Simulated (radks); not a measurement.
Charge is removed step by step from the 2s down level of Ar14+, starting from [He] 2s(up 1, down 1). All-electron calculation, non-relativistic Kohn-Sham, LDA (Slater exchange, Perdew-Wang correlation), spin-polarised, spherical densities, point nucleus. Program: a radial shooting solver on a logarithmic mesh with Libxc functionals.

| removed (e) | E - E(0) (eV) | eigenvalue (eV) | E minus straight line (eV) |
|---|---|---|---|
| 0 | 0.000 | -820.69 | 0.000 |
| 0.25 | 206.88 | -834.31 | -4.716 |
| 0.5 | 417.11 | -847.34 | -6.094 |
| 0.75 | 630.46 | -859.21 | -4.341 |
| 1 | 846.40 | -864.90 | 0.000 |

Removing the whole electron costs 846.40 eV by Delta-SCF, against 820.69 eV from minus the eigenvalue at the starting occupation. Slater's transition state (half an electron removed) gives 847.34 eV. Integrating minus the eigenvalue over the occupation (Janak's theorem) gives 846.19 eV. The mean slope of the eigenvalue, de/dn, is 44.2 eV per electron. Ionisation energy of Ar14+ in the NIST Atomic Spectra Database: 855.5 eV (semi-empirical).
